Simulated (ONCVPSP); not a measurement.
## technetium (Tc), ONCV: configuration errors across variants

| Quantity | Value |
| --- | --- |
| Element | technetium (Tc) |
| Generator | ONCVPSP 4.0.1 |
| Type | optimised norm-conserving Vanderbilt (ONCV) |
| Functional | PBEsol |
| Relativity | scalar-relativistic |
| Frozen core | [Kr] |
| Valence charge | 7 |
| Reference configuration | 4d5 5s2 |
| Partial waves | 5s: rc 2.85 bohr, ncon 3, nbas 6, qcut 2.1 1/bohr, 2 projectors, debl 0.5 Ha; p scattering state at 0.08 Ha: rc 2.75 bohr, ncon 3, nbas 7, qcut 2.5 1/bohr, 3 projectors, debl 3.6 Ha; 4d: rc 2.40 bohr, ncon 4, nbas 8, qcut 7.9 1/bohr, 1 projector |
| Local potential | polynomial inside 1.95 bohr (lpopt 5, dvloc0 6 Ha) |
| Core correction | polynomial model core, fcfact 0.7 |

In the p channel the program set the typed energies aside and used 0.050, 3.650, 7.250 Ha.

All-electron excitation energies from the reference (eV): (1) 4d5 5s1 8.196; (2) 4d5 5s0 23.037; (3) 4d4 5s0 51.728; (4) 4d5 5s1 5p1 3.802.

A true bound ghost makes a file unfit for plane-wave use even where its test errors are small: the radial tests pick states by their node count and pass the ghost by.

Errors AE − PS in meV (a dash: test not solved or not reliable):

```csv
change,(1),(2),(3),(4),bound ghosts,GHOST(+) flags above zero
base,-7.6,-49,-256,-3.6,none,none
s: rc 2.24,-8.5,-43,-159,-2.2,none,s
s: rc 2.4,-7.8,-41,-162,-1.7,none,none
s: rc 2.68,-7.0,-42,-207,-2.2,none,none
s: rc 2.98,-8.5,-58,-302,-5.3,none,none
s: rc 3.24,-12,-87,-419,-9.9,none,none
s: rc 3.46,-17,-122,-539,-15,none,none
s: rc 3.7,-23,-171,-691,-22,none,none
s: rc 3.88,-29,-210,-808,-27,none,none
s: rc 4.18,-38,-280,-999,-36,none,none
```

(1) Give the same row for: s: rc 1.9; local potential polynomial inside 1.90 bohr (lpopt 5, dvloc0 6 Ha).

Results:

(1) -6.3, -31, -191, -1.7; bound ghosts: s; GHOST(+) flags above zero: s.
